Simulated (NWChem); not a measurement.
# BSiH4OCl; SMILES OB(Cl)[SiH3]

```xyz
8

B      0.4311    -0.1232     0.0000
Cl    -0.6253    -1.5588     0.0000
O      1.7618    -0.2921     0.0000
H      2.0308    -1.2212     0.0000
Si    -0.4083     1.7219     0.0000
H      0.6183     2.8085     0.0000
H     -1.2765     1.8795     1.2089
H     -1.2765     1.8795    -1.2089
```
Atoms are numbered in this order, from 1.

Computed with NWChem. Pople sets run with spherical d functions. Structure relaxed at the PBE0/def2-SVP level. Total energies compare along this basis series because the functional is fixed.

```
level             basis functions  energy (Ha)  highest occupied level (eV)  orbital gap (eV)  dipole (D)
----------------  ---------------  -----------  ---------------------------  ----------------  ----------
B3LYP/STO-3G                   32    -842.5342                        -5.99              8.27        1.93
B3LYP/3-21G                    52    -847.9593                        -8.22              7.30        1.77
B3LYP/6-31G*                   72    -852.2439                        -8.10              7.12        1.58
B3LYP/6-31+G*                  88    -852.2536                        -8.30              7.04        1.38
B3LYP/6-311G**                112    -852.3427                        -8.28              7.07        1.46
B3LYP/6-311++G**              132    -852.3470                        -8.31              6.97        1.32
```
